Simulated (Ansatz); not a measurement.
Isolated molecules relaxed with PBE0-D4/def2-TZVP in Ansatz; ΔE leaves out vibrations. CCSD(T)/CBS adds triple-zeta CCSD(T) − MP2 to the extrapolated MP2 energy (def2 sets, frozen cores). This one scheme is used for every species. Functionals use def2-TZVPP. HSE06 is defined as in plane-wave codes. For Br outer-core shells are correlated without core-valence functions, which leaves a few kJ/mol of doubt a bond. Scalar relativity is left out up to krypton. Each species was taken in one conformer, which may not be the lowest.

`[OH][Al]([OH])[Br]` + H–F → `[OH][Al]([OH])[F]` + HBr  (ligand exchange at the Al–Br bond)

`[OH][Al]([OH])[Br]`:

```xyz
6

O     0.693   -1.489    0.169
Al   -0.006    0.034    0.047
O    -0.519    0.552   -1.466
Br   -0.250    1.343    1.862
H     1.007   -1.846    0.997
H    -0.925    1.406   -1.608
```

H–F:

```xyz
2

F    -0.176   -0.380   -0.189
H     0.176    0.380    0.189
```

`[OH][Al]([OH])[F]`:

Cartesian coordinates in Å:
```
O 1.490 0.476 0.361
Al -0.011 -0.123 -0.096
O -1.390 0.629 0.499
F -0.128 -1.420 -1.105
H 2.314 0.097 0.061
H -2.274 0.341 0.280
```

HBr:

Cartesian coordinates in Å:
```
Br 0.048 0.685 0.180
H -0.048 -0.685 -0.180
```

(1) Is it downhill or uphill in electronic energy at CCSD(T)/CBS, and by how much? (An estimate is asked.)

(2) What do these levels give: r2SCAN-D4, B97M-V, r2SCANh-D4, r2SCAN, r2SCANh, r2SCAN0, HSE06, BHLYP, RPA@PBE/def2-TZVPP, MP2/def2-TZVPP, MP2/def2-QZVPP, SCS-MP2/def2-QZVPP? (An estimate is asked.)

Largest T1 diagnostic among the species: 0.012.

## Answers

(1) The calculation gave: Downhill: ΔE = -4.2 kcal/mol.

(2) Ansatz gave: r2SCAN-D4 -4.9, B97M-V -6.4, r2SCANh-D4 -4.4, r2SCAN -5.0, r2SCANh -4.6, r2SCAN0 -4.1, HSE06 -3.4, BHLYP -6.3, RPA@PBE/def2-TZVPP -6.2, MP2/def2-TZVPP -4.2, MP2/def2-QZVPP -3.9, SCS-MP2/def2-QZVPP -5.2 kcal/mol.

The D4 term adds +1.2 kcal/mol with B3LYP and +0.6 kcal/mol with PBE0; it sums over pairs of atoms, weighted by their polarisabilities, and B3LYP, whose exchange is more repulsive, gets the larger term. Leaving LDA and LC-ωPBE aside and taking each functional with its dispersion term where it has one, the values, not all of them listed here, spread over 4.1 kcal/mol, from CAM-B3LYP-D4 to HSE06-D4.

B3LYP here is the variant with VWN-RPA as its local correlation; programs differ in this.
